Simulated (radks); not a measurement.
Results of a calculation; reference values are marked as such.
Orbital eigenvalues (eV) of the holmium ion Ho2+, [Xe] 4f11, at several levels of relativity; Dirac values are averaged over j with weights 2j + 1. Spin-unpolarised spherical Kohn-Sham, PBE, point nucleus unless stated (finite: rms radius 5.2022 fm), a radial shooting solver on a logarithmic mesh with Libxc functionals. A level marked "c x" has the speed of light scaled by that factor and shares open shells by 2j + 1; other Dirac levels either fill j = l - 1/2 first or share by 2j + 1.

| shell | non-rel. | Dirac, c x 1.25 | Dirac, c x 2 | Dirac, c x 100 | change of magnitude, last against first (%) |
|---|---|---|---|---|---|
| 1s | -51814 | -54028 | -52636 | -51815 | 0.00 |
| 2s | -8338.7 | -8909.3 | -8549.5 | -8338.8 | 0.00 |
| 2p | -7953.6 | -8142.5 | -8024.1 | -7953.6 | 0.00 |
| 3s | -1859.6 | -1995.5 | -1909.8 | -1859.6 | 0.00 |
| 3p | -1685.9 | -1736.9 | -1705.1 | -1685.9 | 0.00 |
| 3d | -1362.4 | -1355.2 | -1359.7 | -1362.4 | 0.00 |
| 4s | -367.95 | -401.08 | -380.14 | -367.95 | 0.00 |
| 4p | -298.69 | -310.76 | -303.18 | -298.69 | 0.00 |
| 4d | -174.44 | -173.49 | -174.07 | -174.44 | 0.00 |
| 5s | -56.546 | -61.285 | -58.256 | -56.547 | 0.00 |
| 5p | -38.409 | -39.500 | -38.795 | -38.409 | 0.00 |
| 4f | -20.778 | -18.463 | -19.854 | -20.778 | 0.00 |
